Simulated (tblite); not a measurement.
Compound: C3H15N3Si2.
Atom-mapped SMILES: `[CH3:1][NH:2][Si@@H:3]([NH2:4])[NH:5][CH2:6][CH2:7][SiH3:8]` (hydrogens: H9, H10, H11 on C1; H12 on N2; H13 on Si3; H14, H15 on N4; H16 on N5; H17, H18 on C6; H19, H20 on C7; H21, H22, H23 on Si8)

Computed geometry: GFN2-xTB, gas phase.

**Question.** What internal coordinates does the optimisation give?

**Answer.** 
```tsv
bond	length (Å)	order
C1–N2	1.439	single
N2–Si3	1.726	single
Si3–N4	1.726	single
Si3–N5	1.718	single
N5–C6	1.438	single
C6–C7	1.532	single
C7–Si8	1.898	single
C1–H9, C1–H10	1.090	single
C1–H11	1.097	single
N2–H12	1.008	single
Si3–H13	1.476	single
N4–H14, N4–H15	1.007	single
N5–H16	1.008	single
C6–H17	1.092	single
C6–H18	1.097	single
C7–H19	1.092	single
C7–H20	1.091	single
Si8–H21, Si8–H22, Si8–H23	1.466	single
```

Bonds in one row agree within 0.01 Å and their mean is given. Orders are formal, as drawn. A selection of angles:
```tsv
angle	degrees
C1–N2–Si3	121.2
N2–Si3–N4	114.4
N2–Si3–N5	103.2
N4–Si3–N5	105.7
Si3–N5–C6	120.9
N5–C6–C7	114.4
C6–C7–Si8	114.0
H12–N2–C1	111.4
H12–N2–Si3	118.3
H14–N4–Si3	117.1
H15–N4–Si3	118.1
```

Torsions: C1–N2–Si3–N4 60° (synclinal); N2–Si3–N5–C6 -174° (antiperiplanar); Si3–N5–C6–C7 -74° (synclinal); N5–C6–C7–Si8 -58° (synclinal).

N4 (silicon-bound nitrogen) is pyramidal (angles 118.1°, 117.1° and 109.5°, sum 344.7°, 0.27 Å off the plane of its three neighbours). Si8 (SiH3 silicon) is tetrahedral (angles from 108.6° to 111.5°). N2 (silicon-bound nitrogen) has angles 121.2°, 118.3° and 111.4°, sum 350.9°, 0.23 Å off the plane of its three neighbours. Si3 (SiH silicon) is distorted tetrahedral (angles from 102.7° to 117.7°). N5 (silicon-bound nitrogen) has angles 120.9°, 116.5° and 111.2°, sum 348.6°, 0.26 Å off the plane of its three neighbours. Of the pairs four or more bonds apart, Si8···H16 is among the closest relative to their van der Waals radii: 2.93 Å, 89 % of the sum of Bondi's values.

Point group: C1 (no symmetry element, even within 0.4 Å). Its GFN2-xTB frequencies are all real (lowest 29 cm⁻¹). The numbers are those of one conformer (C1–N2–Si3–N4 60°, N2–Si3–N4–H 68° and -66°, N2–Si3–N5–C6 -174°, Si3–N5–C6–C7 -74°, N5–C6–C7–Si8 -58°). 3 starts were optimised and ended at 0.00, 0.76 and 1.88 kcal/mol (GFN2-xTB); the lowest of these is shown.
